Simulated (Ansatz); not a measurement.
Ansatz (an electronic-structure program) input:

Ansatz 0.2 input:
```yaml
crystal:
  periodic: [false, false, false]
  atoms:
    - {symbol: C, position_ang: [-0.73861373, -0.35039991, -0.44895649]}
    - {symbol: C, position_ang: [0.71119902, -0.26135519, -0.14181053]}
    - {symbol: F, position_ang: [1.21919102, 0.96495146, -0.38547061]}
    - {symbol: F, position_ang: [1.38520185, -1.14398635, -0.90253772]}
    - {symbol: F, position_ang: [0.98651160, -0.53864168, 1.15058457]}
    - {symbol: Cl, position_ang: [-1.82614213, 0.65834515, 0.34993613]}
    - {symbol: H, position_ang: [-1.10923568, -1.06224761, -1.16749810]}
basis:
  gaussian:
    orbitals: def2-TZVP
hamiltonian:
  xc: b3lyp
  dispersion: d3bj
magnetization: {spin_polarized: true, initial_magnetization: 1}
phonons: {temperatures: {t_min: 298.15, t_max: 298.15, t_step: 100}}
```

Question: Predict the final energy.

Answer: -836.69091 Eh (B3LYP-D3(BJ)/def2-TZVP). The basis has 198 functions.

It need not be the lowest isomer of its formula.
